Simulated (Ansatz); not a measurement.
System: sum formula SiN$_{3}$H$_{6}$ (charge -1, singlet). It need not be the lowest isomer of its formula. Whether it binds its extra electron was not tested at this geometry. 
Coordinates optimised at B3LYP-D3(BJ)/def2-TZVP (Ansatz, a first-principles code):
SMILES: N[Si-](N)N
```xyz
10

N      0.5546     1.0336    -1.0387
Si    -0.1451     0.3044     0.5161
N      1.0733    -1.0428     0.6872
N     -1.5180    -0.4633    -0.3932
H      1.3544     1.6254    -0.8341
H     -0.1351     1.6344    -1.4824
H      1.7455    -0.8850     1.4283
H      1.5840    -1.2350    -0.1755
H     -2.0958    -1.0382     0.2102
H     -1.1909    -1.0546    -1.1587
```
Charge -1, spin multiplicity 1.

Basis-set convergence of Hartree-Fock and CCSD correlation energies (hartree) with Ansatz. Correlated levels leave the core frozen unless marked. No spin-orbit coupling. Non-relativistic.

```csv
basis,functions,E(HF),"E(corr, CCSD)"
aug-cc-pV(D+d)Z,155,-455.84439,-0.71658
aug-cc-pV(T+d)Z,331,-455.90076,-0.83942
aug-cc-pV(Q+d)Z,605,-455.91369,-0.87652
```

Extrapolating the two largest sets (X = 3 and 4) as X^-3: E(corr) = (64·(-0.87652) - 27·(-0.83942))/37 = -0.9036 Eh, an estimate of the basis-set limit. The largest set recovers 97.0 % of it, the smallest 79.3 %.
